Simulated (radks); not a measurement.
The indium ion In7+ is in [Kr] 4d(3/2: 4, 5/2: 2). All-electron calculation, Dirac Kohn-Sham, BLYP, spin-unpolarised, spherical densities, finite nucleus; Fermi nuclear charge, rms radius of each element as measured or else 0.836 A^(1/3) + 0.57 fm. Program: a radial shooting solver on a logarithmic mesh with Libxc functionals. Sub-shells are occupied by j as written (lower j first in brackets). One electron is removed from 4d3/2, 4p1/2, 4d5/2, 4p3/2 in turn, with full relaxation. Which removal costs least, and what does each cost?

Answer. 4d5/2 132.93 eV; 4d3/2 134.15 eV; 4p3/2 196.13 eV; 4p1/2 203.66 eV. The 4d5/2 electron leaves first.
